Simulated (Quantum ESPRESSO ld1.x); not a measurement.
Ga20+, configuration [Ne] 3s1 (the NIST ground configuration). Calculated with ld1.x of Quantum ESPRESSO 7.5: Dirac Kohn-Sham, PW91, spin-unpolarised, spherical densities, point nucleus.

Unscreened Slater integrals over Kohn-Sham orbitals (cm^-1). Large and small components are both included.

| integral | value |
|---|---|
| F0(3s1/2,3s1/2) | 369000 |
| F0(3s1/2,2p3/2) | 483590 |
| G1(3s1/2,2p3/2) | 49439 |
| F0(3s1/2,2p1/2) | 484910 |
| G1(3s1/2,2p1/2) | 49652 |
| F0(3s1/2,2s1/2) | 473870 |
| G0(3s1/2,2s1/2) | 39753 |
| F0(3s1/2,1s1/2) | 551780 |
| G0(3s1/2,1s1/2) | 27123 |
| F0(2p3/2,2p3/2) | 1064300 |
| F2(2p3/2,2p3/2) | 505290 |
| F0(2p3/2,2p1/2) | 1073900 |
| G2(2p3/2,2p1/2) | 504490 |
| F0(2p3/2,2s1/2) | 980640 |
| G1(2p3/2,2s1/2) | 560820 |
| F0(2p3/2,1s1/2) | 1452100 |
| G1(2p3/2,1s1/2) | 252370 |
| F0(2p1/2,2p1/2) | 1083900 |
| F0(2p1/2,2s1/2) | 987750 |
| G1(2p1/2,2s1/2) | 558090 |
| F0(2p1/2,1s1/2) | 1483400 |
| G1(2p1/2,1s1/2) | 258730 |
| F0(2s1/2,2s1/2) | 926930 |
| F0(2s1/2,1s1/2) | 1305400 |
| G0(2s1/2,1s1/2) | 126200 |
| F0(1s1/2,1s1/2) | 4252200 |
